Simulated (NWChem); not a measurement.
System: AuPH3Br; SMILES [PH3]->[Au][Br]

```xyz
6

Au     0.0000     0.0000     0.3259
Br     0.0000     0.0000    -2.0716
P      0.0000     0.0000     2.5877
H     -1.1668     0.4433     3.2571
H      0.9673     0.7888     3.2571
H      0.1995    -1.2321     3.2571
```
Atoms are numbered in this order, from 1.

Level: PBE0/def2-SVP with def2 effective core potentials on Au (NWChem), optimised geometry, unscaled harmonic frequencies. This build's default masses of Se (78.918 u) and Br (79.917 u) are each other's, which moves their modes by up to 0.6 %. def2 effective core potentials on Au; no spin-orbit coupling.

**Question.** List the harmonic frequencies with IR intensities, and the thermochemistry.

**Answer.** 
| frequency (cm⁻¹) | IR intensity (km/mol) |
|---|---|
| 80 | 1.5 |
| 80 | 1.5 |
| 245 | 15.2 |
| 338 | 2.9 |
| 506 | 0.0 |
| 506 | 0.0 |
| 1006 | 160.3 |
| 1117 | 5.4 |
| 1117 | 5.4 |
| 2480 | 38.9 |
| 2496 | 4.3 |
| 2496 | 4.3 |

| Property | Value |
|---|---|
| zero-point energy | 17.8 kcal/mol |
| thermal correction to the enthalpy at 298.15 K (with zero-point energy) | 22.0 kcal/mol |
| heat capacity Cv | 16.6 cal/(mol K) |
| entropy at 298.15 K and 1 atm (symmetry number 3) | 79.0 cal/(mol K) |

Rigid rotor and harmonic oscillator; modes under 100 cm⁻¹ make the entropy uncertain.
